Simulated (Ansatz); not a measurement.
Ideal-gas functions of C2H2AlBr, SMILES `Br[C]1=[CH][AlH]1` at 600 K and 1 bar, from an Ansatz frequency run at PBE0-D4/def2-TZVP.

Molar mass 132.92 g/mol, point group Cs (symmetry number 1), electronic degeneracy 1, moments of inertia 27.316, 328.927, 356.243 u Å². Harmonic wavenumbers (cm⁻¹, unscaled): 240, 272, 348, 462, 485, 729, 878, 900, 1076, 1464, 1996, 3166.

Use S(trans) = R[1.5 ln M + 2.5 ln T − 1.1517]; rotational temperatures θ = 24.2544 K / I; S(rot) = R[ln(√π/σ · √(T³/θAθBθC)) + 1.5]; for each mode x = 1.438777 ν̃/T, S = R[x/(eˣ − 1) − ln(1 − e⁻ˣ)] and H = RT x/(eˣ − 1); 1 cm⁻¹ = 0.0119627 kJ/mol; R = 8.31446 J/(mol·K).

Question: By hand: the entropy, in J/(mol·K).

Answer: Translation 184.4. Rotation: θ = 0.8879, 0.0737, 0.0681 K, giving 119.5. Vibration, mode by mode: 13.02, 12.01, 10.06, 7.88, 7.51, 4.65, 3.51, 3.36, 2.41, 1.15, 0.40, 0.04, in all 66.0. Electronic 0.0. Sum 369.9 J/(mol·K).

Question: By hand: H − E and G − E in kJ/mol, counted from the electronic energy.

Answer: Zero-point energy ½ × 12016 × 0.0119627 = 71.9; thermal vibration 22.3; translation, rotation and pV give 4 RT = 20.0. H − E = 114.2 kJ/mol, and G − E = 114.2 − 600 × 369.9/1000 = -107.7 kJ/mol.

Vibration gives 18 % of the entropy.
